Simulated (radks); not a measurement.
Values are calculated unless marked as measured or tabulated.
Valence configurations of Tb3+ (all share [Xe]). Level of theory: Dirac Kohn-Sham, PBE, spin-unpolarised, spherical densities, finite nucleus; open shells are shared between the two j in proportion to 2j + 1; Fermi nuclear charge, rms radius 5.06 fm (a radial shooting solver on a logarithmic mesh with Libxc functionals). Energies are relative to 4f8; eigenvalues in eV.

valence          E (eV)  e(4f5/2)  e(4f7/2)  e(5d3/2)  e(5d5/2)  e(6p1/2)
4f8               0.000   -34.660   -33.808         -         -         -
4f7 6s1          15.201   -45.101   -44.188         -         -         -
4f6 6s2          39.116   -56.655   -55.680         -         -         -
4f7.5 6s0.5       6.584   -39.727   -38.845         -         -         -
4f7 6p1          20.999   -46.250   -45.336         -         -   -20.672
4f6.5 6s0.5 6p1  32.053   -51.888   -50.943         -         -   -21.556
4f5 5d1 6s2      65.503   -65.435   -64.399   -35.487   -34.747         -
4f7 5d0.5 6s0.5  13.501   -43.475   -42.563   -28.040   -27.499         -
4f7 5d1          12.001   -41.882   -40.972   -26.952   -26.429         -
4f7.5 6p0.5       9.360   -40.307   -39.424         -         -   -19.444

NIST lists [Xe] 4f8 as the ground configuration; this level of theory agrees among the configurations tried. The energies are those of spherical spin-averaged densities, not of single terms.
